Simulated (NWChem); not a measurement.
System: TlI; SMILES [I][Tl]

Output (shortened):

```
             Northwest Computational Chemistry Package (NWChem) 7.3.0
             --------------------------------------------------------

 ORDER OF PRIMARY AXIS IS BEING SET TO 4
 C4V symmetry detected

                             Geometry "geometry" -> ""
                             -------------------------

 Output coordinates in angstroms (scale by  1.889725989 to convert to a.u.)

  No.       Tag          Charge          X              Y              Z
 ---- ---------------- ---------- -------------- -------------- --------------
    1 Tl                  81.0000     0.00000000     0.00000000    -1.13387290
    2 I                   53.0000     0.00000000     0.00000000     1.73290010

 Effective nuclear repulsion energy (a.u.)     792.4443023412

      Symmetry information
      --------------------

 Group name             C4v
 Group number             18
 Group order               8
 No. of unique centers     2

                                Z-matrix (autoz)
                                --------

 Units are Angstrom for bonds and degrees for angles

      Type          Name      I     J     K     L     M      Value
      ----------- --------  ----- ----- ----- ----- ----- ----------
    1 Stretch                  1     2                       2.86677

                           NWChem Geometry Optimization
                           ----------------------------

 maximum gradient threshold         (gmax) =   0.000450
 rms gradient threshold             (grms) =   0.000300
 maximum cartesian step threshold   (xmax) =   0.001800
 rms cartesian step threshold       (xrms) =   0.001200
 fixed trust radius                (trust) =   0.300000
 source of zmatrix                         =   autoz

          -------------------
          Energy Minimization
          -------------------

 Using diagonal initial Hessian
 Scaling for Hessian diagonals: bonds = 1.00  angles = 0.25  torsions = 0.10

          --------
          Step   0

                                 NWChem DFT Module
                                 -----------------

 Summary of "ao basis" -> "ao basis" (spherical)
 ------------------------------------------------------------------------------
       Tag                 Description            Shells   Functions and Types
 ---------------- ------------------------------  ------  ---------------------
 Tl                         def2-svp                10       26   4s4p2d
 I                          def2-svp                10       26   4s4p2d

      Symmetry analysis of basis
      --------------------------

        a1         20
        a2          0
        b1          4
        b2          4
        e          24

            General Information
            -------------------
          SCF calculation type: DFT
          Wavefunction type:  closed shell.
          No. of atoms     :     2
          No. of electrons :    46
           Alpha electrons :    23
            Beta electrons :    23
          Charge           :     0
          Spin multiplicity:     1
          Use of symmetry is: on ; symmetry adaption is: on
          Maximum number of iterations: 150
          AO basis - number of functions:    52
                     number of shells:    20
          Convergence on energy requested:  1.00D-06
          Convergence on density requested:  1.00D-05
          Convergence on gradient requested:  5.00D-04

              XC Information
              --------------
                        Slater Exchange Functional  1.000 local
                      VWN V Correlation Functional  1.000 local

             Grid Information
             ----------------
          Grid used for XC integration:  medium
          Radial quadrature: Mura-Knowles
          Angular quadrature: Lebedev.
          Tag              B.-S. Rad. Rad. Pts. Rad. Cut. Ang. Pts.
          ---              ---------- --------- --------- ---------
          Tl                  1.90      123          10.0       590
          I                   1.40      123          11.0       590
          Grid pruning is: on
          Number of quadrature shells:   246
          Spatial weights used:  Erf1

      Superposition of Atomic Density Guess
      -------------------------------------

 Sum of atomic energies:        -542.36414958

      Non-variational initial energy
      ------------------------------

 Total energy =    -468.140136
 1-e energy   =   -1012.536537
 2-e energy   =     447.486720
 HOMO         =      -0.288968
 LUMO         =       0.003174

      Symmetry analysis of molecular orbitals - initial
      -------------------------------------------------

 !! scf_movecs_sym_adapt:    8 vectors were symmetry contaminated

  Symmetry fudging

 !! scf_movecs_sym_adapt:    6 vectors were symmetry contaminated

  Numbering of irreducible representations:

     1 a1          2 a2          3 b1          4 b2          5 e

  Orbital symmetries:

     1 a1          2 a1          3 a1          4 e           5 e
     6 a1          7 e           8 e           9 a1         10 e
    11 e          12 b1         13 b2         14 a1         15 e
    16 e          17 b1         18 b2         19 a1         20 a1
    21 e          22 e          23 a1         24 e          25 e
    26 a1         27 a1         28 a1         29 e          30 e
    31 e          32 e          33 a1

   convergence    iter        energy       DeltaE   RMS-Dens  Diis-err
 ---------------- ----- ----------------- --------- --------- ---------
 d= 0,ls=0.0,diis     1   -469.5947681104 -5.67D+02  4.89D-02  2.43D-01
 d= 0,ls=0.0,diis     2   -468.7711993908  8.24D-01  3.56D-02  3.95D+00
 d= 0,ls=0.0,diis     3   -469.6506799340 -8.79D-01  2.98D-03  1.15D-02
 d= 0,ls=0.0,diis     4   -469.6515288999 -8.49D-04  1.37D-03  3.44D-03
 d= 0,ls=0.0,diis     5   -469.6520983545 -5.69D-04  3.93D-04  1.88D-04
  Resetting Diis
 d= 0,ls=0.0,diis     6   -469.6521390904 -4.07D-05  9.73D-05  1.97D-05
 d= 0,ls=0.0,diis     7   -469.6521419484 -2.86D-06  1.20D-04  1.74D-06
 d= 0,ls=0.0,diis     8   -469.6521396713  2.28D-06  8.14D-05  1.08D-05
 d= 0,ls=0.0,diis     9   -469.6521424338 -2.76D-06  5.89D-06  4.29D-08
 d= 0,ls=0.0,diis    10   -469.6521424415 -7.66D-09  1.25D-06  2.39D-09

         Total DFT energy =     -469.652142441480
      One electron energy =    -1013.630438582518
           Coulomb energy =      483.573104411301
    Exchange-Corr. energy =      -36.504488850079
 Nuclear repulsion energy =       96.909680579816

 Numeric. integr. density =       45.999999945732

                  Occupations of the irreducible representations
                  ----------------------------------------------

                     irrep           alpha         beta
                     --------     --------     --------
                     a1                9.0          9.0
                     a2                0.0          0.0
                     b1                2.0          2.0
                     b2                2.0          2.0
                     e                10.0         10.0

                       DFT Final Molecular Orbital Analysis
                       ------------------------------------

 Vector   21  Occ=2.000000D+00  E=-2.264655D-01  Symmetry=a1
              MO Center=  1.6D-15,  7.0D-14,  7.5D-01, r^2= 4.7D+00
   Bfn.  Coefficient  Atom+Function         Bfn.  Coefficient  Atom+Function
  ----- ------------  ---------------      ----- ------------  ---------------
    39      0.525870  2 I  pz                42      0.454553  2 I  pz
     3      0.304196  1 Tl s                 13     -0.281849  1 Tl pz
    36     -0.216113  2 I  pz                 4      0.198515  1 Tl s
     1     -0.186666  1 Tl s                 33     -0.174345  2 I  pz
    19      0.116318  1 Tl d  0              16     -0.101096  1 Tl pz

 Vector   22  Occ=2.000000D+00  E=-2.196588D-01  Symmetry=e
              MO Center= -1.8D-15, -2.4D-18,  1.6D+00, r^2= 2.4D+00
   Bfn.  Coefficient  Atom+Function         Bfn.  Coefficient  Atom+Function
  ----- ------------  ---------------      ----- ------------  ---------------
    38      0.516537  2 I  py                41      0.480173  2 I  py
    37     -0.250451  2 I  px                40     -0.232819  2 I  px
    35     -0.214296  2 I  py                32     -0.172678  2 I  py
    12      0.110751  1 Tl py                34      0.103905  2 I  px
    31      0.083725  2 I  px                15      0.076468  1 Tl py

 Vector   23  Occ=2.000000D+00  E=-2.196588D-01  Symmetry=e
              MO Center=  1.2D-16, -3.2D-16,  1.6D+00, r^2= 2.4D+00
   Bfn.  Coefficient  Atom+Function         Bfn.  Coefficient  Atom+Function
  ----- ------------  ---------------      ----- ------------  ---------------
    37      0.516537  2 I  px                40      0.480173  2 I  px
    38      0.250451  2 I  py                41      0.232819  2 I  py
    34     -0.214296  2 I  px                31     -0.172678  2 I  px
    11      0.110751  1 Tl px                35     -0.103905  2 I  py
    32     -0.083725  2 I  py                14      0.076468  1 Tl px

 Vector   24  Occ=0.000000D+00  E=-1.020142D-01  Symmetry=e
              MO Center=  7.1D-16, -1.9D-16, -9.9D-01, r^2= 4.6D+00
   Bfn.  Coefficient  Atom+Function         Bfn.  Coefficient  Atom+Function
  ----- ------------  ---------------      ----- ------------  ---------------
    12      0.534726  1 Tl py                15      0.468317  1 Tl py
    11     -0.302579  1 Tl px                14     -0.265001  1 Tl px
    41     -0.200176  2 I  py                38     -0.155164  2 I  py
     9     -0.153752  1 Tl py                 6     -0.151226  1 Tl py
    40      0.113271  2 I  px                37      0.087801  2 I  px

[...]

      ----------------------
      Optimization converged
      ----------------------

  Step       Energy      Delta E   Gmax     Grms     Xrms     Xmax
  ---- ---------------- -------- -------- -------- -------- --------
@    3    -469.65242394 -1.7D-07  0.00000  0.00000  0.00063  0.00109
                                     ok       ok       ok       ok

                                Z-matrix (autoz)
                                --------

 Units are Angstrom for bonds and degrees for angles

      Type          Name      I     J     K     L     M      Value     Gradient
      ----------- --------  ----- ----- ----- ----- ----- ---------- ----------
    1 Stretch                  1     2                       2.81928    0.00000

                         Geometry "geometry" -> "geometry"
                         ---------------------------------

 Output coordinates in angstroms (scale by  1.889725989 to convert to a.u.)

  No.       Tag          Charge          X              Y              Z
 ---- ---------------- ---------- -------------- -------------- --------------
    1 Tl                  81.0000     0.00000000     0.00000000    -1.11012750
    2 I                   53.0000     0.00000000     0.00000000     1.70915470

 Effective nuclear repulsion energy (a.u.)     805.7930247845

      Symmetry information
      --------------------

 Group name             C4v
 Group number             18
 Group order               8
 No. of unique centers     2

                Final and change from initial internal coordinates
                --------------------------------------------------

                                Z-matrix (autoz)
                                --------

 Units are Angstrom for bonds and degrees for angles

      Type          Name      I     J     K     L     M      Value       Change
      ----------- --------  ----- ----- ----- ----- ----- ---------- ----------
    1 Stretch                  1     2                       2.81928   -0.04749

 ==============================================================================
                                internuclear distances
 ------------------------------------------------------------------------------
       center one      |      center two      | atomic units |  angstroms
 ------------------------------------------------------------------------------
    2 I                |   1 Tl               |     5.32767  |     2.81928
 ------------------------------------------------------------------------------
                         number of included internuclear distances:          1
 ==============================================================================

[second-derivative integrals and response iterations left out]

  Vibrational analysis via the FX method

  See chapter 2 in "Molecular Vibrations" by Wilson, Decius and Cross

  Vib: Default input used

 ---------------------------- Atom information ----------------------------
     atom    #        X              Y              Z            mass
 --------------------------------------------------------------------------
    Tl       1  0.0000000D+00  0.0000000D+00 -2.0978368D+00  2.0497450D+02
    I        2  0.0000000D+00  0.0000000D+00  3.2298340D+00  1.2690040D+02
 --------------------------------------------------------------------------

[unprojected Hessian and modes left out]

        Vibrational analysis via the FX method
  --- with translations and rotations projected out ---
  --- via the Eckart algorithm                      ---
 Dependent rotation vector no.                    3
  found in ECKART; assuming linear geometry
 Projected Nuclear Hessian trans-rot subspace norm:1.9259D-34
                         (should be close to zero!)

[projected Hessian left out]

 Rotational Constants
 --------------------
 A=   0.000000 cm-1  (  0.000000 K)
 B=   0.027060 cm-1  (  0.038933 K)
 C=   0.027060 cm-1  (  0.038933 K)

 Temperature                      =   298.15K
 frequency scaling parameter      =   1.0000

 Linear Molecule

 Zero-Point correction to Energy  =    0.226 kcal/mol  (  0.000359 au)
 Thermal correction to Energy     =    2.101 kcal/mol  (  0.003348 au)
 Thermal correction to Enthalpy   =    2.693 kcal/mol  (  0.004292 au)

 Total Entropy                    =   65.600 cal/mol-K
   - Translational                =   43.274 cal/mol-K (mol. weight = 331.8749)
   - Rotational                   =   19.751 cal/mol-K (symmetry #  =        1)
   - Vibrational                  =    2.575 cal/mol-K

 Cv (constant volume heat capacity) =    6.859 cal/mol-K
   - Translational                  =    2.979 cal/mol-K
   - Rotational                     =    1.986 cal/mol-K
   - Vibrational                    =    1.893 cal/mol-K

[normal modes left out]

 ----------------------------------------------------------------------------
 Normal Eigenvalue ||           Projected Infra Red Intensities
  Mode   [cm**-1]  || [atomic units] [(debye/angs)**2] [(KM/mol)] [arbitrary]
 ------ ---------- || -------------- ----------------- ---------- -----------
    1       -0.000 ||    0.000000           0.000         0.000       0.000
    2       -0.000 ||    0.000014           0.000         0.013       0.037
    3        0.000 ||    0.000369           0.009         0.360       1.009
    4        0.000 ||    0.000596           0.014         0.581       1.630
    5        0.000 ||    0.000951           0.022         0.927       2.602
    6      157.820 ||    0.019999           0.461        19.496      54.722
 ----------------------------------------------------------------------------
```

Level: LDA (Slater exchange, VWN5)/def2-SVP with def2 effective core potentials on I, Tl. def2 effective core potentials on I, Tl; no spin-orbit coupling.

**Question.** Reconstruct the input file.

**Answer.** This is not unique; one that fits is the input that was run:
```
start job
memory heap 200 mb stack 900 mb global 1100 mb
geometry units angstroms
  Tl     0.000000     0.000000    -1.138477
  I      0.000000     0.000000     1.728296
end
basis spherical
  Tl library def2-svp
  I library def2-svp
end
ecp
  I library def2-ecp
  Tl library def2-ecp
end
dft
  xc slater vwn_5
  iterations 150
end
driver
  maxiter 120
end
task dft optimize
dft
  grid fine
  convergence energy 1d-8 density 1d-7
end
task dft freq numerical
```
